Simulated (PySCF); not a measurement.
Start geometry of trichlorogallium, `[Cl][Ga]([Cl])[Cl]` from GFN2-xTB (Å):
```
atom  x, y, z in Å
Cl1   -0.8640    1.9004   -0.0088
Ga2    0.0042    0.0013   -0.0112
Cl3    2.0842   -0.1896   -0.0016
Cl4   -1.2040   -1.7026   -0.0242
```

Problem. What comes out of this run: PBE0-D3(BJ)/def2-SVP geometry optimisation, gas phase (PySCF 2.14.0)?

Solution. 
```
atom  x, y, z in Å
Cl1   -0.822    1.949   -0.008
Ga2    0.005   -0.003   -0.011
Cl3    2.112   -0.241    0.004
Cl4   -1.275   -1.695   -0.030
```

The energy falls by 2.9 kJ/mol over 8 energy and gradient evaluations, the largest force component goes from 0.0124 to 3.0e-04 Eh/bohr, and the atoms move by 0.029 Å rms after alignment. Among the bonds, Cl1–Ga2, Ga2–Cl3 and Ga2–Cl4 change most and about equally (+0.032 to +0.033 Å). Bonds longer at the end by more than 0.005 Å: 3 of 3; shorter: 0. Rotational constants go from 2213, 2204, 1104 to 2159, 2125, 1071 MHz. The orientation of the end geometry is arbitrary; only internal coordinates are fixed.

The run used 86 basis functions and 40 SCF cycles in all.

Stationary, but not proved a minimum.
